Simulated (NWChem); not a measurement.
System: C₂H₂F₂OSi; SMILES F[Si]1(F)C=CO1

Excerpt of the output:

```
             Northwest Computational Chemistry Package (NWChem) 7.3.0
             --------------------------------------------------------

                             Geometry "geometry" -> ""
                             -------------------------

 Output coordinates in angstroms (scale by  1.889725989 to convert to a.u.)

  No.       Tag          Charge          X              Y              Z
 ---- ---------------- ---------- -------------- -------------- --------------
    1 F                    9.0000     0.02971800    -1.30611800    -1.27113500
    2 Si                  14.0000     0.09453500    -0.33548700     0.00000000
    3 F                    9.0000     0.02971800    -1.30611800     1.27113500
    4 C                    6.0000     1.07578200     1.18975200     0.00000000
    5 C                    6.0000    -0.14367100     1.77275300     0.00000000
    6 O                    8.0000    -1.15638900     0.83719000     0.00000000
    7 H                    1.0000     2.06298800     1.64149200     0.00000000
    8 H                    1.0000    -0.45381900     2.82389200     0.00000000

 Effective nuclear repulsion energy (a.u.)     309.6305911733

  pbe96 is a nonlocal functional; adding pw91lda local functional.

                                 NWChem DFT Module
                                 -----------------

 Summary of "ao basis" -> "ao basis" (spherical)
 ------------------------------------------------------------------------------
       Tag                 Description            Shells   Functions and Types
 ---------------- ------------------------------  ------  ---------------------
 F                           6-31g*                  6       14   3s2p1d
 Si                          6-31g*                  8       18   4s3p1d
 C                           6-31g*                  6       14   3s2p1d
 O                           6-31g*                  6       14   3s2p1d
 H                           6-31g*                  2        2   2s

 in cosmo_initialize ...
 calling solv_data for solv:chcl3

 solvent parameters
 solvname_short: chcl3
 solvname_long:  chloroform
 dielec:        4.7113
 dielecinf:     2.0906
 nonaqueous SMD model solvent descriptors
 dielec:        4.7113
 sola:          0.1500
 solb:          0.0200
 solc:          0.0000
 solg:         38.3900
 solh:          0.7500
 soln:          1.4459

          ---------------
          -cosmo- solvent
          ---------------
 Cosmo: York-Karplus, doi: 10.1021/jp992097l
 dielectric constant -eps-     =   4.71
 screen = (eps-1)/(eps    )    =   0.78774
 surface charge correction     = lagrangian

   van der Waals surface
 --------------------------

 ---------- ATOMIC COORDINATES (A.U.) ------------ VDWR(ANG.) --
     1    0.05615888   -2.46820513   -2.40209684     1.730
     2    0.17864525   -0.63397850    0.00000000     2.470
     3    0.05615888   -2.46820513    2.40209684     1.730
     4    2.03293320    2.24830527    0.00000000     1.850
     5   -0.27149882    3.35001742    0.00000000     1.850
     6   -2.18525835    1.58205970    0.00000000     2.024
     7    3.89848204    3.10197009    0.00000000     1.200
     8   -0.85759356    5.33638210    0.00000000     1.200
 number of segments per atom =        128
 number of   points per atom =        128
 atom (   nspa,  nppa )
 ----------------------
    1 (     66,     0 )       0
    2 (     56,     0 )       0
    3 (     66,     0 )       0
    4 (     48,     0 )       0
    5 (     42,     0 )       0
    6 (     60,     0 )       0
    7 (     52,     0 )       0
    8 (     52,     0 )       0
 number of -cosmo- surface points =      442
 molecular surface =    120.091 angstrom**2
 molecular volume  =    103.363 angstrom**3
 -lineq- algorithm             =   0
 -bem- low  level              =   3
 -bem- from -octahedral-
 gaussian surface charge width =   4.50000
 degree of switching           =   1.00000
 switching function tolerance  =   0.00010
 atomic radii =
 --------------
    1  9.000  1.730
    2 14.000  2.470
    3  9.000  1.730
    4  6.000  1.850
    5  6.000  1.850
    6  8.000  2.024
    7  1.000  1.200
    8  1.000  1.200
 ...... end of -cosmo- initialization ......

 nat:                     8
 ixmem:                  3618
 calling mnsol_interface()
 G(SMD-CDS) energy (kcal/mol)  =     0.591
 SMD-CDS SASA (angstrom**2)    =   133.088

            General Information
            -------------------
          SCF calculation type: DFT
          Wavefunction type:  closed shell.
          No. of atoms     :     8
          No. of electrons :    54
           Alpha electrons :    27
            Beta electrons :    27
          Charge           :     0
          Spin multiplicity:     1
          Use of symmetry is: off; symmetry adaption is: off
          Maximum number of iterations: 150
          AO basis - number of functions:    92
                     number of shells:    42
          Convergence on energy requested:  1.00D-06
          Convergence on density requested:  1.00D-05
          Convergence on gradient requested:  5.00D-04

              XC Information
              --------------
          PerdewBurkeErnzerhof Exchange Functional  1.000
            Perdew 1991 LDA Correlation Functional  1.000 local
           PerdewBurkeErnz. Correlation Functional  1.000 non-local

             Grid Information
             ----------------
          Grid used for XC integration:  medium
          Radial quadrature: Mura-Knowles
          Angular quadrature: Lebedev.
          Tag              B.-S. Rad. Rad. Pts. Rad. Cut. Ang. Pts.
          ---              ---------- --------- --------- ---------
          F                   0.50       49          11.0       434
          Si                  1.10       88           9.0       590
          C                   0.70       49           8.0       434
          O                   0.60       49           9.0       434
          H                   0.35       45          10.0       434
          Grid pruning is: on
          Number of quadrature shells:   423
          Spatial weights used:  Erf1

      Superposition of Atomic Density Guess
      -------------------------------------

 Sum of atomic energies:        -638.63329717

      Non-variational initial energy
      ------------------------------

 Total energy =    -640.947237
 1-e energy   =   -1500.364949
 2-e energy   =     549.787121
 HOMO         =      -0.287265
 LUMO         =       0.025719

   convergence    iter        energy       DeltaE   RMS-Dens  Diis-err
 ---------------- ----- ----------------- --------- --------- ---------
     COSMO gas phase
 d= 0,ls=0.0,diis     1   -641.2474280518 -9.51D+02  2.11D-02  1.29D+00
 d= 0,ls=0.0,diis     2   -640.9595385060  2.88D-01  1.30D-02  4.64D+00
 d= 0,ls=0.0,diis     3   -641.3809574446 -4.21D-01  4.07D-03  8.69D-02
 d= 0,ls=0.0,diis     4   -641.3756548665  5.30D-03  2.79D-03  1.15D-01
 d= 0,ls=0.0,diis     5   -641.3894576398 -1.38D-02  6.83D-04  6.31D-03
  Resetting Diis
 d= 0,ls=0.0,diis     6   -641.3902245584 -7.67D-04  1.53D-04  2.83D-04
 d= 0,ls=0.0,diis     7   -641.3902651188 -4.06D-05  5.95D-05  1.19D-05
 d= 0,ls=0.0,diis     8   -641.3902631072  2.01D-06  3.77D-05  2.86D-05
 d= 0,ls=0.0,diis     9   -641.3902664567 -3.35D-06  8.26D-06  1.47D-06
 d= 0,ls=0.0,diis    10   -641.3902665936 -1.37D-07  2.62D-06  7.36D-08

   convergence    iter        energy       DeltaE   RMS-Dens  Diis-err
 ---------------- ----- ----------------- --------- --------- ---------
     COSMO solvation phase
 d= 0,ls=0.0,diis     1   -641.3933984986 -3.13D-03  1.23D-03  1.30D-03
 d= 0,ls=0.0,diis     2   -641.3936859830 -2.87D-04  3.54D-04  1.33D-03
 d= 0,ls=0.0,diis     3   -641.3937909858 -1.05D-04  1.56D-04  4.90D-04
 d= 0,ls=0.0,diis     4   -641.3938292574 -3.83D-05  7.23D-05  6.70D-05
 d= 0,ls=0.0,diis     5   -641.3938358901 -6.63D-06  2.56D-05  1.05D-05
 d= 0,ls=0.0,diis     6   -641.3938371922 -1.30D-06  5.21D-06  4.43D-07
 d= 0,ls=0.0,diis     7   -641.3938372410 -4.87D-08  1.47D-06  5.58D-08

         Total DFT energy =     -641.393837240975
      One electron energy =    -1503.291144882893
           Coulomb energy =      613.852999239625
    Exchange-Corr. energy =      -61.656293761209
 Nuclear repulsion energy =      309.630591173325

             COSMO energy =        0.070010990178

 Numeric. integr. density =       53.999997776411

                                COSMO-SMD solvation results
                                ---------------------------

             internal energy in gas <Psi(g)|H|Psi(g)> =      -641.390266593615
         internal energy in solvent <Psi(s)|H|Psi(s)> =      -641.389756486949
                               delta internal energy  =         0.000510106666 (    0.32 kcal/mol)
   total free energy in solvent <Psi(s)|H+V/2|Psi(s)> =      -641.394778570868
 polarization energy contribution <Psi(s)|V/2|Psi(s)> =        -0.005022083919 (   -3.15 kcal/mol)
    total free energy in solvent including G(SMD-CDS) =      -641.393837240975
                       G(SMD-CDS) energy contribution =         0.000941329892 (    0.59 kcal/mol)
     1 M fixed-concentration free energy of solvation =        -0.003570647361 (   -2.24 kcal/mol)

                       DFT Final Molecular Orbital Analysis
                       ------------------------------------

 Vector   25  Occ=2.000000D+00  E=-3.144505D-01
              MO Center= -4.5D-01,  1.0D+00, -1.2D-09, r^2= 2.5D+00
   Bfn.  Coefficient  Atom+Function         Bfn.  Coefficient  Atom+Function
  ----- ------------  ---------------      ----- ------------  ---------------
    77      0.371654  6 O  px                81      0.231080  6 O  px
    63     -0.229204  5 C  px                78     -0.226064  6 O  py
    49      0.217319  4 C  px                20      0.209974  2 Si s
    22      0.172069  2 Si py                91      0.167064  8 H  s
    80     -0.164168  6 O  s                 64      0.162713  5 C  py

 Vector   26  Occ=2.000000D+00  E=-2.995183D-01
              MO Center=  3.5D-01,  6.4D-01,  2.4D-09, r^2= 2.7D+00
   Bfn.  Coefficient  Atom+Function         Bfn.  Coefficient  Atom+Function
  ----- ------------  ---------------      ----- ------------  ---------------
    50      0.368782  4 C  py                77      0.305611  6 O  px
    21     -0.232771  2 Si px                81      0.214702  6 O  px
    54      0.181994  4 C  py                52     -0.178979  4 C  s
    20     -0.161176  2 Si s                 90      0.143683  7 H  s
    22     -0.132345  2 Si py                 3      0.129650  1 F  px

 Vector   27  Occ=2.000000D+00  E=-2.153377D-01
              MO Center=  8.8D-02,  1.1D+00,  3.7D-10, r^2= 2.0D+00
   Bfn.  Coefficient  Atom+Function         Bfn.  Coefficient  Atom+Function
  ----- ------------  ---------------      ----- ------------  ---------------
    79     -0.421108  6 O  pz                51      0.397409  4 C  pz
    83     -0.339325  6 O  pz                55      0.328222  4 C  pz
    65      0.240405  5 C  pz                69      0.141790  5 C  pz
    31     -0.050795  2 Si d  1               3      0.049021  1 F  px
    35     -0.049021  3 F  px                 7      0.032517  1 F  px

 Vector   28  Occ=0.000000D+00  E=-4.758355D-02
              MO Center=  2.2D-01,  1.2D+00, -1.1D-09, r^2= 2.4D+00
   Bfn.  Coefficient  Atom+Function         Bfn.  Coefficient  Atom+Function
  ----- ------------  ---------------      ----- ------------  ---------------
    69      0.561642  5 C  pz                65      0.510996  5 C  pz
    55     -0.405373  4 C  pz                51     -0.298466  4 C  pz
    27     -0.273418  2 Si pz                23     -0.243132  2 Si pz
    83     -0.155828  6 O  pz                79     -0.148230  6 O  pz
     6     -0.130734  1 F  s                 38      0.130734  3 F  s

 Vector   29  Occ=0.000000D+00  E= 1.453796D-03
              MO Center=  4.8D-01, -5.4D-01,  8.5D-09, r^2= 3.5D+00
   Bfn.  Coefficient  Atom+Function         Bfn.  Coefficient  Atom+Function
  ----- ------------  ---------------      ----- ------------  ---------------
    24      1.149783  2 Si s                 52     -0.427388  4 C  s
     6     -0.380365  1 F  s                 38     -0.380365  3 F  s
    92     -0.336531  8 H  s                 50      0.242263  4 C  py
    66      0.236316  5 C  s                 22     -0.233227  2 Si py
    54      0.234152  4 C  py                26     -0.228884  2 Si py

 Vector   30  Occ=0.000000D+00  E= 3.484439D-02
              MO Center= -3.8D-01, -2.3D-01,  2.4D-10, r^2= 3.6D+00
   Bfn.  Coefficient  Atom+Function         Bfn.  Coefficient  Atom+Function
  ----- ------------  ---------------      ----- ------------  ---------------
    25      0.746759  2 Si px                80      0.715547  6 O  s
    21      0.467376  2 Si px                24     -0.427409  2 Si s
    67      0.357875  5 C  px                52     -0.310007  4 C  s
    90     -0.236031  7 H  s                 53      0.208201  4 C  px
    81      0.196015  6 O  px                 3     -0.194445  1 F  px

     Multipole analysis of the density
     ---------------------------------

     L   x y z        total         alpha         beta         nuclear
     -   - - -        -----         -----         ----         -------
     0   0 0 0     -0.000000    -27.000000    -27.000000     54.000000

     1   1 0 0      0.541653      0.451166      0.451166     -0.360679
     1   0 1 0      0.881955     -0.249710     -0.249710      1.381375
     1   0 0 1      0.000000      0.000000      0.000000      0.000000

     2   2 0 0    -28.141549    -54.010376    -54.010376     79.879202
     2   1 1 0      0.702847      1.478916      1.478916     -2.254984
     2   1 0 1      0.000000      0.000000      0.000000      0.000000
     2   0 2 0    -25.338646   -148.204881   -148.204881    271.071116
     2   0 1 1     -0.000000     -0.000000     -0.000000      0.000000
     2   0 0 2    -30.719575    -67.290411    -67.290411    103.861247
```

Level: PBE/6-31G* (spherical d), SMD on the gas-phase geometry. Coordinates come from a PBE0/def2-SVP optimisation. Solvent: chloroform.

Which NWChem input produces such a log?

One answer among several that fit: the input that was run:
```
start job
memory heap 200 mb stack 900 mb global 1100 mb
geometry units angstroms noautosym nocenter noautoz
  F      0.029718    -1.306118    -1.271135
  Si     0.094535    -0.335487     0.000000
  F      0.029718    -1.306118     1.271135
  C      1.075782     1.189752     0.000000
  C     -0.143671     1.772753     0.000000
  O     -1.156389     0.837190     0.000000
  H      2.062988     1.641492     0.000000
  H     -0.453819     2.823892     0.000000
end
basis spherical
  * library 6-31g*
end
dft
  xc xpbe96 cpbe96
  iterations 150
end
cosmo
  do_cosmo_smd true
  solvent chcl3
end
task dft energy
```
